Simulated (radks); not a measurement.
The numbers below are computed, except where a source is named.
Task: These are the eigenvalues of the occupied orbitals of an atom or ion with whole-number occupations (eV). Level of theory: non-relativistic Kohn-Sham, PBE, spin-unpolarised, spherical densities, point nucleus (a radial shooting solver on a logarithmic mesh with Libxc functionals).

orbital  eigenvalue
1s        -1543.253
2s        -142.1482
2p        -104.1345

Which element is it, and in what charge state? The configuration may be excited.

Result: Z = 13, aluminium, charge +3: Al3+ in [Ne]. The list shows which subshells hold electrons but not how many an open one holds; the 1s level, -56.713 hartree, gives Z - s = 10.7 by -(Z - s)^2/2, which with screening narrows Z to a few neighbours, and the depths of the outer levels then fix element, charge and occupations together.
